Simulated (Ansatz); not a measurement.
```xyz
9

P     0.4147   -1.9987    0.5144
Si   -0.6066   -0.0209    0.2834
C    -0.1033    1.1071   -1.0812
S     0.3552    1.8101    0.5834
H     0.3694   -1.9466    1.9338
H     1.7050   -1.4114    0.4412
H    -2.0465   -0.1025    0.6225
H     0.7609    0.8650   -1.6930
H    -0.8489    1.6980   -1.6044
```

The species carries charge 0 and has multiplicity 1.

(1) List the B3LYP/def2-TZVPP orbital energies in eV (the Gaussian-basis code of Ansatz). (Estimate.)

## Answers

(1) The calculation gave: Occupied: -2417.55, -2097.06, -1799.67, -277.55, -215.54, -178.34, -160.10, -160.02, -159.89, -144.17, -128.30, -128.28, -128.20, -99.51, -99.47, -99.46, -21.58, -17.88, -16.71, -13.68, -12.23, -11.23, -10.80, -9.43, -9.10, -8.02, -7.44, -6.61. Lowest empty: -0.74, -0.30, 0.21, 0.42, 0.56, 1.31, 1.43, 2.70.

B3LYP here is the variant with VWN-RPA as its local correlation; programs differ in this.
